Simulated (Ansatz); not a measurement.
Molecule: sum formula AlO₃H₃, charge 0, multiplicity 1. SMILES: [OH][Al]([OH])[OH]
Coordinates optimised at B3LYP-D3(BJ)/def2-TZVP (Ansatz, a quantum-chemistry and plane-wave program):
```
Al
O 1 1.6928
H 2 0.9580 1 122.93
O 1 1.6928 2 120.00 3 180.00
H 4 0.9580 1 122.93 2 0.00
O 1 1.6928 2 120.00 3 0.00
H 6 0.9580 1 122.93 2 -180.00
```
Charge 0, spin multiplicity 1.

Wanted: atomisation energy (electronic, to ground-state atoms), in kcal/mol. Cores are frozen in the correlated levels unless marked. Open shells are spin-unrestricted. Spin-orbit coupling is left out. No relativistic terms. The coupled-cluster limit lacks core correlation, which all-electron functionals hold. Basis-set limits of correlation are two-point, X^-3; Hartree-Fock from the larger set (for Q and 5 zeta extrapolated as (X+1)exp(-9√X)).

```json
[
 {"level": "r2SCAN-D3(BJ)/def2-TZVPD", "program": "Ansatz + dftd3", "atomisation energy (kcal/mol)": "664.5"},
 {"level": "B3LYP/def2-TZVPD", "program": "Ansatz", "atomisation energy (kcal/mol)": "(withheld)"},
 {"level": "PBE0/STO-3G", "program": "Ansatz", "atomisation energy (kcal/mol)": "645.8"},
 {"level": "B2GP-PLYP-D3(BJ)/def2-TZVPD", "program": "Ansatz + dftd3", "atomisation energy (kcal/mol)": "(withheld)"},
 {"level": "CCSD(T)/CBS(cc-pV(Q+d)Z,cc-pV(5+d)Z)", "program": "Ansatz", "atomisation energy (kcal/mol)": "671.9"}
]
```

Q: Some entries are withheld; supply them.

A: 
- B3LYP/def2-TZVPD, atomisation energy (kcal/mol): 654.2
- B2GP-PLYP-D3(BJ)/def2-TZVPD, atomisation energy (kcal/mol): 656.7
